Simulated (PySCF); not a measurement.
**Ag: excitation energy**

Ag [Kr] 4d10 5s1 (2S) → Ag [Kr] 4d9 5s1 5p1 (high-spin determinant), as a difference of total energies. Calculation: PySCF 2.14, in x2c-TZVPPall (8s6p6d2f1g, 79 functions); the spin-free X2C one-electron Hamiltonian (Gaussian nucleus). Correlated levels: valence and next inner shell: [Ar] 3d10 frozen. The calculations carry no spin-orbit coupling.

```csv
method,excitation energy (eV)
UHF,5.741
MP2 (valence and next inner shell),7.552
SCS-MP2 (valence and next inner shell),7.397
CCSD (valence and next inner shell),7.026
CCSD(T) (valence and next inner shell),7.119
```

Q: How much does correlation contribute at CCSD(T) (valence and next inner shell)?

A: 7.119 − (5.741) = 1.378 eV, measured against UHF.

The basis was made for the ground configuration and has no added diffuse functions, so the excitation energy can come out too high.

The determinant of the upper state mixes LS terms, which raises its energy above the lowest term, most at the Hartree-Fock and MP2 levels.
